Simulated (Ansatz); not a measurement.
`N=[C](F)[AlH2]` + HCl → `N=C(F)Cl` + `[AlH3]` at 600 K and 1 bar (substitution at a C–Al bond).

Calculated with Ansatz (gas phase, PBE0-D4/def2-TZVP geometries, no zero-point term in ΔE). CBS: MP2 limit from def2 TZ/QZ plus the TZ coupled-cluster correction, frozen cores. This one scheme is used for every species. One conformer a species, not always the lowest.

```json
{"species": "`N=[C](F)[AlH2]`", "CCSD(T)/CBS energy (Eh)": "-436.32212", "H − E (kJ/mol)": "142.4", "S (J/(mol·K))": "377.7"}
{"species": "HCl", "CCSD(T)/CBS energy (Eh)": "-460.38127", "H − E (kJ/mol)": "35.4", "S (J/(mol·K))": "207.2"}
{"species": "`N=C(F)Cl`", "CCSD(T)/CBS energy (Eh)": "-652.89802", "H − E (kJ/mol)": "97.8", "S (J/(mol·K))": "326.1"}
{"species": "`[AlH3]`", "CCSD(T)/CBS energy (Eh)": "-243.78045", "H − E (kJ/mol)": "74.2", "S (J/(mol·K))": "242.3"}
```

H − E and S are ideal-gas, rigid-rotor, harmonic terms from PBE0-D4/def2-TZVP, for one conformer and one mirror image of each species. 1 Eh = 2625.50 kJ/mol, R = 8.31446 J/(mol·K).

**Question.** By hand: ΔE, ΔH, ΔS and ΔG.

**Answer.** ΔE = (-652.89802) + (-243.78045) − (-436.32212) − (-460.38127) = 0.02492 Eh = 65.4 kJ/mol. Δ(H − E) = 97.8 + 74.2 − 142.4 − 35.4 = -5.8, so ΔH = 59.6 kJ/mol. ΔS = 326.1 + 242.3 − 377.7 − 207.2 = -16.5 J/(mol·K). ΔG = 59.6 − 600 × (-16.5)/1000 = 69.5 kJ/mol.

**Question.** By hand: the equilibrium constant, and the temperature at which ΔG would vanish if ΔH and ΔS stayed fixed.

**Answer.** log₁₀ K = −ΔG/(RT ln 10) = -6.1. ΔH and −TΔS have one sign here, so there is no such temperature.

ΔH outweighs TΔS. A doubt of 5 kJ/mol in ΔE shifts log₁₀ K by 0.4 here. Other conformers and mirror images would add mixing entropy, several J/(mol·K) or more a flexible species. These are equilibria of isolated gas molecules and say nothing of rates. Largest T1 diagnostic: 0.014 (customary marks: 0.02 for closed shells, 0.045 for open ones).
